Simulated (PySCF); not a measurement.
**From computed data to an observable: dipole moment from atomic charges**

AlF2Cl, SMILES [F][Al]([F])[Cl]. Atoms are numbered in the order given.

```xyz
4

Al     0.0000     0.0000    -0.4184
F      0.0000    -1.4186    -1.2540
F      0.0000     1.4186    -1.2540
Cl     0.0000     0.0000     1.6478
```

Geometry optimised at PBE0-D3(BJ)/def2-SVP.

Charges (e) from CAM-B3LYP/def2-TZVPD run with PySCF:

```csv
atom,ESP fit,IAO
Al1,1.149,1.468
F2,-0.427,-0.566
F3,-0.427,-0.566
Cl4,-0.296,-0.337
```

The dipole moment of the full density is 0.54 D.

### Question
What dipole moment does each set of point charges give, and which comes closer to that of the density?

### Answer

μ = Σ q r, and 1 e Å = 4.8032 D.
ESP fit: Σ q r = (0.000, 0.000, 0.102) e Å, |μ| = 0.49 D.
IAO: Σ q r = (0.000, 0.000, 0.250) e Å, |μ| = 1.20 D.
ESP fit comes closer in size. Point charges leave out the atoms' own dipoles (lone pairs, polarised bonds); fits to the potential absorb them, partitions of the density don't.
